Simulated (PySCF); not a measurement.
C₄H₇FSi, SMILES F[C@@H]1CC=C1[SiH3]. Heavy atoms are numbered as in [F:1][C@@H:2]1[CH2:3][CH:4]=[C:5]1[SiH3:6]. Hydrogens are named by the atom that carries them.

Geometry: TPSSh-D3(BJ)/def2-SVP. The structure was generated by enumeration; whether it is a known compound was not checked.

The numbers are results of PBE0/pcSseg-1 in PySCF, not measurements.

GIAO shieldings, no solvent; atoms alike by connectivity are averaged. δ = σ(ref) − σ: ¹⁹F against CFCl3 (σ = 167.2 ppm); ¹³C against TMS (σ = 186.3 ppm); ²⁹Si against TMS (σ = 352.7 ppm); ¹H against TMS (σ = 31.56 ppm), references at their B3LYP-D3(BJ)/def2-TZVP geometries, non-relativistic.

Computed chemical shifts:
```json
[
 {"nucleus": "¹⁹F", "atoms": "F1", "count": "1", "δ (ppm)": "-189.6"},
 {"nucleus": "¹³C", "atoms": "C4 (CH)", "count": "1", "δ (ppm)": "167.6"},
 {"nucleus": "¹³C", "atoms": "C5", "count": "1", "δ (ppm)": "158.8"},
 {"nucleus": "¹³C", "atoms": "C2 (CH)", "count": "1", "δ (ppm)": "93.6"},
 {"nucleus": "¹³C", "atoms": "C3 (CH2)", "count": "1", "δ (ppm)": "47.4"},
 {"nucleus": "²⁹Si", "atoms": "Si6 (SiH3)", "count": "1", "δ (ppm)": "-85.2"},
 {"nucleus": "¹H", "atoms": "H on C4", "count": "1", "δ (ppm)": "7.49"},
 {"nucleus": "¹H", "atoms": "H on C2", "count": "1", "δ (ppm)": "5.53"},
 {"nucleus": "¹H", "atoms": "H on Si6", "count": "3", "δ (ppm)": "4.40"},
 {"nucleus": "¹H", "atoms": "H on C3", "count": "2", "δ (ppm)": "3.28"}
]
```
